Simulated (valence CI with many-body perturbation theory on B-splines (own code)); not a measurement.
## Sb XXI: electric-dipole lines

Calculated by valence CI with perturbative core correlation (CI+MBPT): three valence electrons over a frozen Dirac-Fock core [Ar] 3d10, radial functions for each j: 11 s, 11 p, 10 d, 8 f, 5 g, 2 h, with the one-electron correlation potential Σ1 (screened to all orders), the two-electron term Σ2, the three-electron term Σ3, Breit, model QED; selected single and double excitations, second order for the rest, scaled by the run's own slope (own B-spline code, finite nucleus).

No measured spectrum was set against this ion. As an estimate, levels hold to about 250 cm⁻¹ or 0.2 % of their energy and the worst to 1 %, as in measured heavy ions of charge 2 to 7; those with d or f electrons hold less well.

Lines 151 to 200 of 557 in falling wavelength, among levels below 2375500 cm⁻¹, chosen from the strongest by gf and those to the six lowest levels. Wavelengths and rates use the calculated energies, so an error of 2000 cm⁻¹ moves a line at 18.85 nm by 0.38 % and its rate by three times that or more. Electric multipoles are in the length gauge with retardation, E1 and E2 with the static RPA response of the core. Weak lines are less certain than strong ones. Lines between different terms over intervals too small for the method are left out, as are lines whose strength nearly cancels. Where a level lies close to another of its J and parity, the split of strength between their lines is uncertain. The highest levels of a list are the least certain.

Names give the largest LS component (configuration and term), which can be under half, so a name can repeat, a term be missing and a line seem to break the LS rules; names also repeat where a configuration has a term twice. Letters in brackets count levels of one name in rising energy.

```tsv
λ vac (nm)	Upper	Lower	A (s⁻¹)	S (a.u.)
18.85	4s 4p 4f 2G_9/2 [b]	4s2 4f 2F°_7/2	8.65e+10	2.86e+00
18.83	4p2 4f 4F°_9/2 [a]	4s 4d2 4F_9/2	7.48e+09	2.46e-01
18.83	4s 4p2 2P_3/2	4s2 4p 2P°_3/2	9.37e+10	1.23e+00
18.78	4s 4p 4d 2D°_5/2 [b]	4s2 4d 2D_5/2	5.52e+10	1.08e+00
18.76	4s 4p 4d 4F°_3/2	4s 4p2 2D_3/2	3.04e+09	3.97e-02
18.72	4p3 2D°_5/2	4s 4p2 4P_3/2	1.09e+08	2.12e-03
18.42	4s 4p 4d 2D°_3/2 [c]	4s2 4d 2D_3/2	5.88e+10	7.25e-01
18.41	4s 4p 4f 2G_7/2 [b]	4s2 4f 2F°_7/2	1.54e+10	3.79e-01
18.40	4s 4p 4f 2G_7/2 [b]	4s2 4f 2F°_5/2	8.03e+10	1.97e+00
18.12	4s 4p 4d 4F°_5/2	4s 4p2 2D_3/2	9.09e+07	1.60e-03
18.01	4p2 4f 4G°_11/2	4s 4p 4f 4F_9/2 [a]	6.40e+09	2.21e-01
18.00	4p2 4f 2F°_7/2	4s 4d2 4F_5/2	1.82e+10	4.18e-01
17.95	4s 4d2 4F_9/2	4s 4p 4d 2F°_7/2 [b]	6.92e+09	1.98e-01
17.75	4p 4d2 2F°_7/2 [a]	4p2 4d 2D_5/2 [a]	8.95e+09	1.98e-01
17.49	4s 4d2 2G_9/2	4s 4p 4d 2F°_7/2 [b]	1.46e+10	3.85e-01
17.44	4p3 2P°_3/2 [b]	4s 4p2 2D_3/2	4.90e+09	5.13e-02
17.06	4s 4p 4d 4F°_3/2	4s 4p2 4P_5/2	2.80e+08	2.75e-03
17.03	4p2 4f 2G°_9/2 [b]	4p2 4d 2F_7/2 [b]	1.13e+10	2.77e-01
17.02	4p3 2P°_1/2	4s 4p2 4P_3/2	6.04e+08	2.94e-03
16.97	4s 4d2 2F_5/2	4s 4p 4d 2D°_3/2 [c]	1.35e+10	1.95e-01
16.94	4s 4p 4d 2D°_3/2 [b]	4s 4p2 2P_3/2	1.82e+10	1.75e-01
16.93	4p3 4S°_3/2	4s 4p2 4P_1/2	9.73e+09	9.33e-02
16.89	4p2 4d 2P_3/2 [a]	4p3 2D°_5/2	1.84e+10	1.75e-01
16.87	4s 4d2 2F_7/2	4s 4p 4d 2D°_5/2 [b]	1.14e+10	2.16e-01
16.81	4s 4p 4d 4P°_5/2	4s 4p2 2D_3/2	1.18e+09	1.66e-02
16.79	4p 4d2 4G°_9/2	4p2 4d 2G_7/2	1.15e+10	2.68e-01
16.77	4s 4p 4f 2F_7/2 [a]	4s 4p 4d 2F°_5/2 [b]	2.66e+10	4.95e-01
16.73	4s 4d2 2D_3/2	4s 4p 4d 2F°_5/2 [b]	1.97e+10	1.82e-01
16.60	4s 4p 4d 4D°_3/2	4s 4p2 2D_3/2	9.70e+09	8.77e-02
16.54	4p 4d2 2H°_9/2	4p2 4d 4F_9/2 [a]	1.20e+10	2.69e-01
16.54	4s 4p 4d 4F°_5/2	4s 4p2 4P_5/2	7.79e+09	1.04e-01
16.53	4s 4p 4d 4D°_1/2	4s 4p2 2D_3/2	2.15e+08	9.57e-04
16.51	4p 4d2 4G°_11/2	4p2 4d 4F_9/2 [b]	7.73e+09	2.06e-01
16.25	4s 4p 4d 4F°_3/2	4s 4p2 4P_3/2	3.66e+09	3.10e-02
16.23	4p2 4f 2F°_7/2	4p2 4d 2D_5/2 [d]	1.83e+10	3.08e-01
16.20	4p 4d2 2F°_5/2	4p2 4d 2G_7/2	1.48e+10	1.86e-01
16.16	4s 4p 4f 2F_7/2 [a]	4s 4p 4d 2F°_7/2 [a]	1.19e+10	1.98e-01
16.12	4s 4p 4f 4F_9/2 [a]	4s 4p 4d 4F°_9/2	1.52e+10	3.14e-01
16.09	4p 4d2 4D°_5/2 [a]	4p2 4d 4P_3/2	1.36e+10	1.67e-01
16.07	4s 4p 4d 2D°_3/2 [a]	4s 4p2 2P_1/2	3.64e+10	2.98e-01
16.06	4s 4p2 2S_1/2	4s2 4p 2P°_1/2	4.36e+09	1.78e-02
16.05	4p2 4d 4F_5/2	4p3 2P°_3/2 [a]	1.47e+10	1.80e-01
16.03	4p 4d2 4D°_7/2 [b]	4p2 4d 2F_7/2 [b]	1.39e+10	2.26e-01
15.92	4s 4p 4d 4D°_7/2	4s 4p2 2D_5/2	1.46e+10	2.32e-01
15.88	4s 4d2 2D_3/2	4s 4p 4d 2D°_3/2 [b]	2.38e+10	1.88e-01
15.87	4p2 4f 2G°_9/2 [b]	4p2 4d 4F_9/2 [b]	1.28e+10	2.51e-01
15.86	4p 4d2 2H°_9/2	4p2 4d 2F_7/2 [a]	1.53e+10	3.02e-01
15.85	4s 4p2 2P_3/2	4s2 4p 2P°_1/2	1.97e+10	1.55e-01
15.79	4p2 4d 4D_3/2	4p3 4S°_3/2	3.19e+10	2.48e-01
15.79	4s 4d2 2F_5/2	4s 4p 4d 2F°_5/2 [b]	5.38e+10	6.27e-01
```
